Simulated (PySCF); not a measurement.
propylene glycol (C₃H₈O₂), singlet, at a GFN2-xTB geometry; DF-SVWN5/cc-pVDZ (PySCF).

Input for PySCF:
```python
from pyscf import gto, scf, dft

mol = gto.M(
    atom='''
C     1.833243    0.136381    0.350902
C     0.426914    0.306542   -0.212078
O    -0.281244    1.349719    0.431555
C    -0.388148   -0.992232   -0.108470
O    -1.676429   -0.822088   -0.637819
H     2.366671    1.082755    0.307578
H     1.788491   -0.193451    1.388202
H     2.381337   -0.603164   -0.225210
H     0.472132    0.613559   -1.262298
H    -0.255949    1.193853    1.383705
H     0.090005   -1.794660   -0.673389
H    -0.449458   -1.295487    0.950909
H    -1.963906    0.071405   -0.401505
''',
    basis='cc-pvdz',
    charge=0,
    spin=0,
    verbose=4,
)

mf = dft.RKS(mol)
mf.xc = 'lda,vwn'
mf.DIIS = scf.EDIIS
mf = mf.density_fit(auxbasis='def2-universal-jkfit')
mf.kernel()
```

Problem. What does PySCF print? Leave out banner, timings and long lists.

Solution. 
```
PySCF version 2.14.0

[INPUT] verbose = 4
[INPUT] num. atoms = 13
[INPUT] num. electrons = 42
[INPUT] charge = 0
[INPUT] spin (= nelec alpha-beta = 2S) = 0
[INPUT] symmetry False subgroup None
[INPUT] Mole.unit = angstrom
[INPUT] Symbol           X                Y                Z      unit          X                Y                Z       unit  Magmom
[...]
nuclear repulsion = 195.328222242488
number of shells = 49
number of NR pGTOs = 186
number of NR cGTOs = 110
basis = cc-pvdz
ecp = {}

******** <class 'pyscf.df.df_jk.DFRKS'> ********
method = DFRKS
initial guess = minao
damping factor = 0
level_shift factor = 0
DIIS = <class 'pyscf.scf.diis.EDIIS'>
diis_start_cycle = 1
diis_space = 8
diis_damp = 0
SCF conv_tol = 1e-09
SCF conv_tol_grad = None
SCF max_cycles = 50
direct_scf = False
XC library pyscf.dft.libxc version 7.1.2
    S. Lehtola, C. Steigemann, M. J. T. Oliveira, and M. A. L. Marques,  SoftwareX 7, 1–5 (2018)
XC functionals = lda,vwn
    P. A. M. Dirac,  Math. Proc. Cambridge Philos. Soc. 26, 376 (1930)
    F. Bloch,  Z. Phys. 57, 545 (1929)
    S. H. Vosko, L. Wilk, and M. Nusair,  Can. J. Phys. 58, 1200 (1980)
radial grids:
    Treutler-Ahlrichs [JCP 102, 346 (1995); DOI:10.1063/1.469408] (M4) radial grids

becke partition: Becke, JCP 88, 2547 (1988); DOI:10.1063/1.454033
pruning grids: <function nwchem_prune>
grids dens level: 3
symmetrized grids: False
atomic radii adjust function: <function treutler_atomic_radii_adjust>
small_rho_cutoff = 0
Set gradient conv threshold to 3.16228e-05
Initial guess from minao.
tot grids = 148984
init E= -267.705656137003
[...]
cycle= 1 E= -267.186550900073  delta_E= 0.519  |g|= 0.973  |ddm|= 3.26
[...]
cycle= 2 E= -266.743638344913  delta_E= 0.443  |g|= 1.79  |ddm|= 2.93
[...]
cycle= 3 E= -267.312645515132  delta_E= -0.569  |g|= 0.588  |ddm|= 2.53
[...]
cycle= 4 E= -267.312645494952  delta_E= 2.02e-08  |g|= 0.588  |ddm|= 7.25e-08
[...]
cycle= 5 E= -267.312645485628  delta_E= 9.32e-09  |g|= 0.588  |ddm|= 3.35e-08
[...]
cycle= 6 E= -267.312645495194  delta_E= -9.57e-09  |g|= 0.588  |ddm|= 3.44e-08
[...]
cycle= 7 E= -267.31264549486  delta_E= 3.34e-10  |g|= 0.588  |ddm|= 1.2e-09
[...]
cycle= 8 E= -267.312645487902  delta_E= 6.96e-09  |g|= 0.588  |ddm|= 2.5e-08
[...]
cycle= 9 E= -267.312645494808  delta_E= -6.91e-09  |g|= 0.588  |ddm|= 2.48e-08
[...]
cycle= 10 E= -267.277437772073  delta_E= 0.0352  |g|= 0.717  |ddm|= 0.299
[...]
cycle= 11 E= -267.086522632854  delta_E= 0.191  |g|= 1.25  |ddm|= 1.73
[...]
cycle= 12 E= -267.331180513043  delta_E= -0.245  |g|= 0.474  |ddm|= 1.52
[...]
cycle= 13 E= -267.331180516892  delta_E= -3.85e-09  |g|= 0.474  |ddm|= 2.13e-08
[...]
cycle= 14 E= -267.331180574678  delta_E= -5.78e-08  |g|= 0.474  |ddm|= 2.54e-07
[...]
cycle= 15 E= -267.33118051491  delta_E= 5.98e-08  |g|= 0.474  |ddm|= 2.55e-07
[...]
cycle= 16 E= -267.3311805157  delta_E= -7.9e-10  |g|= 0.474  |ddm|= 1.13e-08
[...]
cycle= 17 E= -267.331180521549  delta_E= -5.85e-09  |g|= 0.474  |ddm|= 4.09e-08
[...]
cycle= 18 E= -267.318885498306  delta_E= 0.0123  |g|= 0.525  |ddm|= 0.0626
[...]
cycle= 19 E= -267.315585267193  delta_E= 0.0033  |g|= 0.567  |ddm|= 0.444
[...]
cycle= 20 E= -267.181974527402  delta_E= 0.134  |g|= 1.02  |ddm|= 1.31
[...]
cycle= 21 E= -267.357343490579  delta_E= -0.175  |g|= 0.323  |ddm|= 1.16
[...]
cycle= 22 E= -267.357343489763  delta_E= 8.16e-10  |g|= 0.323  |ddm|= 5.05e-09
[...]
cycle= 23 E= -267.357343489282  delta_E= 4.81e-10  |g|= 0.323  |ddm|= 5.67e-09
[...]
cycle= 24 E= -267.35734349263  delta_E= -3.35e-09  |g|= 0.323  |ddm|= 2.38e-08
[...]
cycle= 25 E= -267.357343490743  delta_E= 1.89e-09  |g|= 0.323  |ddm|= 1.37e-08
[...]
cycle= 26 E= -267.357343489416  delta_E= 1.33e-09  |g|= 0.323  |ddm|= 8.09e-09
[...]
cycle= 27 E= -267.330606658068  delta_E= 0.0267  |g|= 0.461  |ddm|= 0.227
[...]
cycle= 28 E= -267.333616642042  delta_E= -0.00301  |g|= 0.481  |ddm|=  0.4
[...]
cycle= 29 E= -267.233483898877  delta_E=  0.1  |g|= 0.874  |ddm|= 1.08
[...]
cycle= 30 E= -267.36230251649  delta_E= -0.129  |g|= 0.278  |ddm|= 0.956
[...]
cycle= 31 E= -267.362302509977  delta_E= 6.51e-09  |g|= 0.278  |ddm|= 1.98e-07
[...]
cycle= 32 E= -267.36230251571  delta_E= -5.73e-09  |g|= 0.278  |ddm|= 1.97e-07
[...]
cycle= 33 E= -267.362302459414  delta_E= 5.63e-08  |g|= 0.278  |ddm|= 4.42e-07
[...]
cycle= 34 E= -267.362302510234  delta_E= -5.08e-08  |g|= 0.278  |ddm|= 4.08e-07
[...]
cycle= 35 E= -267.362302515784  delta_E= -5.55e-09  |g|= 0.278  |ddm|= 4e-08
[...]
cycle= 36 E= -267.344415661691  delta_E= 0.0179  |g|= 0.385  |ddm|= 0.205
[...]
cycle= 37 E= -267.343847510552  delta_E= 0.000568  |g|= 0.423  |ddm|= 0.337
[...]
cycle= 38 E= -267.273588671373  delta_E= 0.0703  |g|= 0.74  |ddm|= 0.907
[...]
cycle= 39 E= -267.366516071292  delta_E= -0.0929  |g|= 0.23  |ddm|= 0.784
[...]
cycle= 40 E= -267.366516071372  delta_E= -8.01e-11  |g|= 0.23  |ddm|= 6.99e-10
[...]
cycle= 41 E= -267.366516071227  delta_E= 1.44e-10  |g|= 0.23  |ddm|= 1.31e-09
[...]
cycle= 42 E= -267.366516071076  delta_E= 1.52e-10  |g|= 0.23  |ddm|= 1.28e-09
[...]
cycle= 43 E= -267.366516071163  delta_E= -8.75e-11  |g|= 0.23  |ddm|= 1.2e-09
[...]
cycle= 44 E= -267.366516070071  delta_E= 1.09e-09  |g|= 0.23  |ddm|= 1.03e-08
[...]
cycle= 45 E= -267.354576823993  delta_E= 0.0119  |g|= 0.32  |ddm|= 0.153
[...]
cycle= 46 E= -267.350427823537  delta_E= 0.00415  |g|= 0.38  |ddm|= 0.304
[...]
cycle= 47 E= -267.302101832647  delta_E= 0.0483  |g|= 0.627  |ddm|= 0.766
[...]
cycle= 48 E= -267.368992872424  delta_E= -0.0669  |g|= 0.196  |ddm|= 0.648
[...]
cycle= 49 E= -267.368992874978  delta_E= -2.55e-09  |g|= 0.196  |ddm|= 4.51e-08
[...]
cycle= 50 E= -267.368992874429  delta_E= 5.49e-10  |g|= 0.196  |ddm|= 7.39e-09
SCF not converged.
SCF energy = -267.368992874429
```

Convergence was not reached.
